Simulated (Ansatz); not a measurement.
A search over several starts for the lowest SCF solution of Ru4⁻ at the given spin, in a small basis.

```yaml
crystal:
  periodic: [false, false, false]
  atoms:
    - {symbol: Ru, position_ang: [0.565492, -0.241880, 1.499145]}
    - {symbol: Ru, position_ang: [-0.638391, 0.264140, -1.516948]}
    - {symbol: Ru, position_ang: [0.320366, 1.589762, 0.253217]}
    - {symbol: Ru, position_ang: [-0.247467, -1.612021, -0.235414]}
basis:
  gaussian: {orbitals: def2-SVP, initial_orbitals: start.molden}
total_charge: -1
magnetization: {spin_polarized: true, initial_magnetization: 3}
hamiltonian: {xc: pbe0, dispersion: d4}
output: {orbitals: {seedname: orbitals}}
```

The file start.molden holds the orbitals of an earlier run on this structure, at another level or in another basis.

```sh
$ ansatz run in.yaml --threads 4 --pin off --events-out ev --progress --plain --max-ram 3916MiB
```

Shortened log:

```
Functional definition: PBE0
1328 factors; integrals over basis functions are off by at most 2.4e-4 eV
mean field evaluation 1: about -10323.3899 eV, gradient 2.8e0 eV
mean field evaluation 2: about -10323.4000 eV, gradient 2.8e-2 eV
mean field evaluation 4: about -10323.7019 eV, gradient 6.0e-3 eV
mean field evaluation 8: about -10323.7019 eV, gradient 2.1e-5 eV
mean field evaluation 16: about -10323.7019 eV, gradient 5.8e-6 eV
mean field evaluation 32: about -10322.4441 eV, gradient 7.0e-1 eV
mean field evaluation 64: about -9928.8087 eV, gradient 1.3e2 eV
mean field evaluation 96: about -9862.6686 eV, gradient 9.4e1 eV
mean field evaluation 128: about -9881.4357 eV, gradient 1.4e2 eV
mean field evaluation 160: about -9944.2311 eV, gradient 1.4e2 eV
mean field evaluation 192: about -9865.6747 eV, gradient 1.3e2 eV
mean field evaluation 224: about -9950.7863 eV, gradient 1.4e2 eV
mean field evaluation 256: about -9979.4485 eV, gradient 1.3e2 eV
mean field evaluation 288: about -9890.1756 eV, gradient 1.2e2 eV
mean field evaluation 320: about -9850.7468 eV, gradient 1.2e2 eV
mean field evaluation 352: about -9946.7419 eV, gradient 1.4e2 eV
mean field evaluation 384: about -9981.5815 eV, gradient 1.3e2 eV
mean field evaluation 416: about -10315.9232 eV, gradient 7.3e0 eV
mean field evaluation 448: about -10323.0042 eV, gradient 6.4e0 eV
mean field evaluation 480: about -10323.4621 eV, gradient 3.9e-1 eV
mean field evaluation 512: about -10323.5049 eV, gradient 1.6e-1 eV
mean field evaluation 544: about -10323.6893 eV, gradient 1.1e-1 eV
mean field evaluation 576: about -10323.4529 eV, gradient 2.6e-1 eV
mean field evaluation 608: about -10323.5053 eV, gradient 3.6e-2 eV
mean field evaluation 640: about -10322.9009 eV, gradient 1.0e1 eV
mean field -10323.70187147 eV, -379.3890461200 hartree, gradient 5.9e-6 eV, S^2 7.153719; 15 other end points of the search recorded, 0 dependent functions left out
reference -10323.70189691 eV, -379.3890470551 hartree; 34, 31 occupied and 90, 93 virtual orbitals, 1328 factors
Total energy: -10323.93827568 eV, -379.3977338145 hartree
```

Hardware: 4 threads of Arm Neoverse V2 on a shared host. Wall time 3 min, peak host memory 0.68 GiB.

Other converged states that the search met: 0.03 eV higher (⟨S²⟩ = 7.12), 0.11 eV higher (⟨S²⟩ = 6.49), 0.20 eV higher (⟨S²⟩ = 6.53).

In the def2 sets Ru takes a core potential; there is no spin–orbit coupling. The charge -1 quartet is spin-contaminated (final ⟨S²⟩ up to 7.15, 3.75 for a pure state). The structure comes from a short search, and lower isomers may exist.
